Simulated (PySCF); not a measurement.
Ionisation energy of Mn²¹⁺ by level of theory

Mn²¹⁺ [He] 2s2 (1S) → Mn²²⁺ [He] 2s1 (2S), as a difference of total energies. All numbers are calculated (PySCF 2.14, no relativity, point nucleus, in an even-tempered Gaussian basis (17 s from 5.1 bohr⁻², ratio 2.2; 8 p from 7.9 bohr⁻², ratio 2.4; 6 d from 24 bohr⁻², ratio 2.4; 5 f from 36 bohr⁻², ratio 2.4; 4 g from 53 bohr⁻², ratio 2.4)). Correlated levels: nothing frozen; virtual orbitals above 40 to 60 times the deepest correlated orbital energy dropped. The calculations carry no spin-orbit coupling.

```
                 method  ionisation energy (eV)
                    UHF                  1765.3
                    LDA                  1765.0
                    PBE                  1768.5
                   PBE0                  1768.1
                r2SCANh                  1765.5
    MP2 (all electrons)                  1770.0
SCS-MP2 (all electrons)                  1770.9
```

Q: Estimate what r2SCAN gives.

A: 1765.3 eV, closest to UHF among the rows shown.

Q: Estimate what TPSSh gives.

A: 1768.1 eV, closest to PBE0 among the rows shown.

These non-relativistic numbers lack the scalar-relativistic shift.

For comparison: 1788.7 ± 0.6 eV (semi-empirical (NIST evaluation); NIST Atomic Spectra Database, ionization energies).
